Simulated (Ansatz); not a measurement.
Basis-set extrapolation for CH$_{6}$BFOSi, SMILES `B[SiH](F)OC` (PBE0-D4/def2-TZVP geometry, frozen core, the Gaussian-basis code of Ansatz). Multiplicity 1, RHF reference.

```tsv
	def2-TZVPP	def2-QZVPP
HF	-529.467803	-529.489046
MP2 correlation	-0.873654	-0.944368
CCSD(T) correlation	-0.946687	not run
```

Energies in hartree. Use E(X) = E(∞) + A·exp(−7.88·√X) for Hartree–Fock and E(X) = E(∞) + B·X^(−2.97) for correlation, with X = 3 and 4, and add CCSD(T) minus MP2 of the smaller set to the MP2 limit.

Problem. What is the CCSD(T) energy at the basis-set limit?

Solution. HF limit: -529.489046 + (-0.021243) × 0.13774 = -529.49197. MP2 limit: -0.944368 + (-0.070714) × 0.74074 = -0.99675. Higher-order term: -0.946687 − (-0.873654) = -0.07303. Total: -530.56175 hartree, 386.6 kJ/mol below CCSD(T)/def2-TZVPP.
